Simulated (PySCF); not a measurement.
# Working with the constants of NaSb⁻

ωB97X constants of NaSb⁻, ⁴Σ⁻ (quartet), unpaired electrons σ ↑, π ↑↑ (basis Na aug-cc-pVDZ, Sb aug-cc-pVDZ-PP with ECP28; scalar-relativistic core potentials; PySCF 2.14; masses 22.9898 and 120.9038 u):

- ωe: 152.8 cm⁻¹
- ωexe: 0.854 cm⁻¹
- Be: 0.0899 cm⁻¹
- αe: 0.000690 cm⁻¹
- D (centrifugal): 1.24e-07 cm⁻¹
- De to Na + Sb⁻: 1.05 eV

(1) Give the vibrational terms G(v) and spacings up to v = 3.

(2) How well does the Morse estimate ωe²/(4ωexe) reproduce De, and what is D0?

These are scalar-relativistic numbers at best; spin–orbit coupling would shift them, the dissociation energy most. For an ion De counts to the pair picked by the measured ionisation energies or electron affinities, which need not be the lowest pair at this level. The state is the lowest determinant that a PBE0 search found; another state may lie lower at other levels.

## Answers

(1) G(v) = ωe(v+½) − ωexe(v+½)².

| v | G(v) (cm⁻¹) | G(v) − G(v−1) | Bv (cm⁻¹) |
| --- | --- | --- | --- |
| 0 | 76 |  | 0.08955 |
| 1 | 227 | 151 | 0.08886 |
| 2 | 377 | 149 | 0.08817 |
| 3 | 524 | 148 | 0.08748 |

(2) It gives 0.85 eV, 81 % of the computed De. D0 = De − G(0) = 1.05 − 0.01 = 1.04 eV.
